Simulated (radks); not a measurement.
The nuclear charge of the strontium ion Sr+ is varied continuously with 37 electrons held in [Kr] 5s1. All-electron calculation, Dirac Kohn-Sham, PBE, spin-unpolarised, spherical densities, finite nucleus; Fermi nuclear charge, rms radius 4.224 fm. Program: a radial shooting solver on a logarithmic mesh with Libxc functionals. By the Hellmann-Feynman theorem dE/dZ = E(electron-nucleus)/Z, the electronic potential at the nucleus (averaged over a nucleus of fixed radius).

| Z | E (hartree) | E(electron-nucleus)/Z (hartree) | HOMO | e(HOMO) (eV) | <r> HOMO (bohr) |
|---|---|---|---|---|---|
| 37 | -2981.42497 | -194.559 | 5s1/2 | -2.231 | 5.247 |
| 37.25 | -3030.28778 | -196.343 | 5s1/2 | -3.545 | 4.765 |
| 37.5 | -3079.59636 | -198.125 | 5s1/2 | -5.013 | 4.408 |
| 37.75 | -3129.35037 | -199.907 | 5s1/2 | -6.618 | 4.128 |
| 38 | -3179.54966 | -201.688 | 5s1/2 | -8.347 | 3.898 |
| 38.25 | -3230.19418 | -203.469 | 5s1/2 | -10.193 | 3.704 |
| 38.5 | -3281.28395 | -205.250 | 5s1/2 | -12.150 | 3.538 |

The central difference of E at Z = 38 is -201.688 hartree, to compare with the third column; the second derivative is -7.12 hartree.
